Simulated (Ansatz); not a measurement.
Reaction (redistribution): `CO[SiH2][AlH2]` + `C[Se][GeH3]` → `CO[SiH2][Se]C` + `[AlH2][GeH3]`

Gas-phase electronic energies from Ansatz, PBE0-D4/def2-TZVP geometries. CCSD(T)/CBS is the MP2 limit (def2-TZVPP, def2-QZVPP) plus CCSD(T) − MP2 in def2-TZVPP, frozen cores. Functionals use def2-TZVPP. B3LYP here is the variant with VWN-RPA as its local correlation; programs differ in this. For Ge, Se outer-core shells are correlated without core-valence functions, which leaves a few kJ/mol of doubt a bond. Scalar relativity is left out up to krypton. One conformer a species, not always the lowest.

```
             level  ΔE (kJ/mol)  difference from CCSD(T)/CBS
            PBE-D4        -47.1                          4.3
         r2SCAN-D4        -51.2                          0.2
           PBE0-D4        -47.3                          4.1
          B3LYP-D4        -47.2                          4.2
           ωB97X-V        -45.5                          5.9
           ωB97M-V        -52.4                         -1.0
            B2PLYP        -46.2                          5.2
               PBE        -44.3                          7.1
            r2SCAN        -50.3                          1.1
              PBE0        -44.7                          6.7
             B3LYP        -43.0                          8.4
     HF/def2-TZVPP        -37.7                         13.7
    MP2/def2-TZVPP        -51.4                          0.0
SCS-MP2/def2-TZVPP        -46.8                          4.6
   CCSD/def2-TZVPP        -46.1                          5.3
CCSD(T)/def2-TZVPP        -47.5                          3.9
     HF/def2-QZVPP        -38.0                         13.4
    MP2/def2-QZVPP        -53.8                         -2.4
SCS-MP2/def2-QZVPP        -48.8                          2.6
      HF/CBS(def2)        -38.1                         13.3
     MP2/CBS(def2)        -55.3                         -3.9
    CCSD/CBS(def2)        -50.0                          1.4
       CCSD(T)/CBS        -51.4                            0
```

Largest T1 diagnostic among the species: 0.012.

The D4 term adds −4.2 kJ/mol with B3LYP and −2.6 kJ/mol with PBE0; it sums over pairs of atoms, weighted by their polarisabilities, and B3LYP, whose exchange is more repulsive, gets the larger term. In def2-TZVPP, CCSD(T) changes the Hartree–Fock value by −9.8 kJ/mol (the triples alone add −1.3 kJ/mol) and MP2 by −13.7 kJ/mol.
